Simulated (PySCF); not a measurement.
# Partial charges of `CC#C[C@H]1CO[SiH2]C1`

Species: C6H10OSi.
Numbering: `[CH3:1][C:2]#[C:3][C@H:4]1[CH2:5][O:6][SiH2:7][CH2:8]1` (hydrogens: H9, H10, H11 on C1; H12 on C4; H13, H14 on C5; H15, H16 on Si7; H17, H18 on C8)

Structure used (GFN2-xTB), in Å, numbered top down from 1:
```
atom  x, y, z in Å
C1     3.579   -0.470    0.139
C2     2.202   -0.225   -0.231
C3     1.063   -0.026   -0.551
C4    -0.322    0.235   -0.881
C5    -1.136   -1.067   -0.996
O6    -2.506   -0.767   -0.900
Si7   -2.852    0.619   -0.104
C8    -1.029    1.097    0.177
H9     3.970    0.377    0.702
H10    4.188   -0.612   -0.753
H11    3.644   -1.365    0.758
H12   -0.373    0.751   -1.847
H13   -0.861   -1.752   -0.186
H14   -0.962   -1.569   -1.951
H15   -3.577    1.502   -1.012
H16   -3.564    0.329    1.136
H17   -0.693    0.802    1.172
H18   -0.780    2.148    0.051
```

Density: PBE0/pcSseg-1 (PySCF); schemes: Mulliken, IAO, Hirshfeld and ESP-fitted. The structure is a single GFN2-xTB conformer in the gas phase; no vibrational or solvent corrections. GFN2-xTB frequencies show an imaginary mode (21i cm⁻¹), so this geometry is no minimum at that level.

**Question.** Which atoms carry the lowest charge in the Mulliken, IAO, Hirshfeld and ESP-fitted schemes?

**Answer.** The schemes don't all agree: Mulliken O6 (-0.628); IAO O6 (-0.655); Hirshfeld O6 (-0.241); ESP-fitted C3 (-0.750).

**Question.** At which atom do the 4 schemes differ most?

**Answer.** At C4: from -0.417 (Mulliken) to +0.722 e (ESP-fitted), 1.139 e apart.

**Question.** For which atoms does the sign change between the 4 schemes (beyond +0.03 e in one, beyond −0.03 e in another)?

**Answer.** C2, C3, C4 and C5.

**Question.** Give the atomic charges in each scheme.

**Answer.** In e:

| atom | environment | Mulliken | IAO | Hirshfeld | ESP-fitted |
| --- | --- | --- | --- | --- | --- |
| C1 | propargylic carbon | -0.190 | -0.435 | -0.098 | -0.581 |
| C2 | alkyne carbon | -0.347 | -0.058 | -0.058 | +0.340 |
| C3 | alkyne carbon | +0.123 | -0.081 | -0.063 | -0.750 |
| C4 | propargylic carbon | -0.417 | -0.132 | -0.019 | +0.722 |
| C5 | sp3 carbon bound to oxygen | +0.202 | -0.044 | +0.008 | -0.200 |
| O6 | silyl ether oxygen | -0.628 | -0.655 | -0.241 | -0.425 |
| Si7 | oxygen-bound silicon | +0.850 | +0.998 | +0.408 | +0.639 |
| C8 | sp3 carbon bound to silicon | -0.471 | -0.554 | -0.163 | -0.598 |
| H9 | methyl hydrogen | +0.146 | +0.170 | +0.059 | +0.186 |
| H10 | methyl hydrogen | +0.146 | +0.170 | +0.059 | +0.184 |
| H11 | methyl hydrogen | +0.146 | +0.170 | +0.059 | +0.180 |
| H12 | methine hydrogen | +0.152 | +0.155 | +0.050 | -0.009 |
| H13 | methylene hydrogen | +0.109 | +0.132 | +0.035 | +0.137 |
| H14 | methylene hydrogen | +0.126 | +0.149 | +0.045 | +0.114 |
| H15 | Si–H hydrogen | -0.120 | -0.147 | -0.081 | -0.134 |
| H16 | Si–H hydrogen | -0.122 | -0.146 | -0.080 | -0.117 |
| H17 | methylene hydrogen | +0.148 | +0.153 | +0.039 | +0.173 |
| H18 | methylene hydrogen | +0.149 | +0.154 | +0.041 | +0.139 |

Mean size of the charges over all atoms: ESP-fitted 0.313 e, Mulliken 0.255 e, IAO 0.250 e, Hirshfeld 0.089 e. Each set sums to the total charge, 0, to within 0.001 e. The Mulliken scheme counts on each atom the diagonal of the density matrix times the overlap matrix over that atom's basis functions. The ESP scheme is a least-squares fit of atom-centred charges to the potential on four shells outside the van der Waals surface, with the total charge fixed.

**Question.** How closely do the schemes follow one another over all atoms?

**Answer.** Correlation coefficient and root-mean-square difference: IAO with Hirshfeld 0.98, 0.224 e; Mulliken with IAO 0.91, 0.142 e; Mulliken with Hirshfeld 0.91, 0.215 e; IAO with ESP-fitted 0.68, 0.298 e; Hirshfeld with ESP-fitted 0.67, 0.319 e; Mulliken with ESP-fitted 0.36, 0.407 e.

**Question.** How many electrons does the Mulliken scheme count on C3?

**Answer.** Z − q = 6 − (+0.123) = 5.877.
